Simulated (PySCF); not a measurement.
## Correlation energy of Zr (zirconium, neutral)

[Kr] 4d4, high-spin 5D determinant (an excited configuration). Calculation: PySCF 2.14, in aug-cc-pVTZ-DK (9s8p6d3f2g, 102 functions); scalar relativity by spin-free X2C-1e. Frozen: [Kr]; 4 electrons correlated.

```
  level  correlation energy (mhartree)
   CCSD                         -47.77
    (T)                          -2.00
CCSD(T)                         -49.77
```

Diagnostics: T1 = 0.016, D1 = 0.0229, largest double amplitude 0.033.

Cost of the coupled-cluster step: about 16 core-seconds, for 4 correlated electrons.
